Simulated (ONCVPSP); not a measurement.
**Cl: one change to an ONCV potential, before and after**

```json
{"Element": "Cl", "Generator": "ONCVPSP 4.0.1", "Type": "optimised norm-conserving Vanderbilt (ONCV)", "Functional": "PBE", "Relativity": "non-relativistic", "Frozen core": "[Ne]", "Valence charge": "7", "Reference configuration": "3s2 3p5", "Partial waves": "3s: rc 1.10 bohr, ncon 3, nbas 7, qcut 6.4 1/bohr, 1 projector; 3p: rc 1.20 bohr, ncon 3, nbas 6, qcut 6.2 1/bohr, 2 projectors, debl 1.7 Ha", "Local potential": "polynomial inside 1.00 bohr (lpopt 5, dvloc0 -1 Ha)", "Core correction": "Teter function, fcfact 5, rcfact 1.45"}
```

Change: p: ncon 4, nbas 7.

Cutoffs: the cutoffs (Ha) at which the residual kinetic energy of the hardest occupied pseudo-wave falls to 1 and 0.1 mHa per electron; they do not see the model core or the augmentation charge, which bear on the density cutoff. Errors are all-electron minus pseudo energies relative to the spin-unpolarised reference configuration.

Problem. How do hardness, ghosts and transferability respond?

Solution. The potential gets harder (16 Ha and 26 Ha → 16 Ha and 33 Ha); the errors of the 4 common tests hardly move; neither file shows a bound ghost.

```tsv
quantity	base	changed
cutoff, loose	16 Ha	16 Ha
cutoff, tight	26 Ha	33 Ha
loose cutoff by channel	s 16 Ha, p 11 Ha	s 16 Ha, p 8.8 Ha
bound ghosts	none	none
GHOST(+) flags under 300 eV	s at 77.7 eV	s at 77.7 eV
error for 3s2 3p4, meV [ΔE 13.89 eV]	+3.0	+3.4
error for 3s2 3p3, meV [ΔE 39.35 eV]	+23	+23
error for 3s2 3p2, meV [ΔE 77.66 eV]	+80	+79
error for 3s2 3p4.5, meV [ΔE 5.59 eV]	+0.4	+0.6
s: phases at 1.12 bohr within 0.05 rad from the reference energy up to (Ha; the scan ends near 5)	1.0	1.0
p: phases at 1.22 bohr within 0.05 rad from the reference energy up to (Ha; the scan ends near 5)	to the end of the scan	to the end of the scan
rms error of d²Exc/dni dnj with the model core, mHa	0.95	0.95
```

Base: The cutoffs count occupied waves only; projector 2 of the p channel, the hardest unoccupied one, needs 40 Ha at the loose tolerance. Changed file: The cutoffs count occupied waves only; projector 2 of the p channel, the hardest unoccupied one, needs 103 Ha at the loose tolerance.
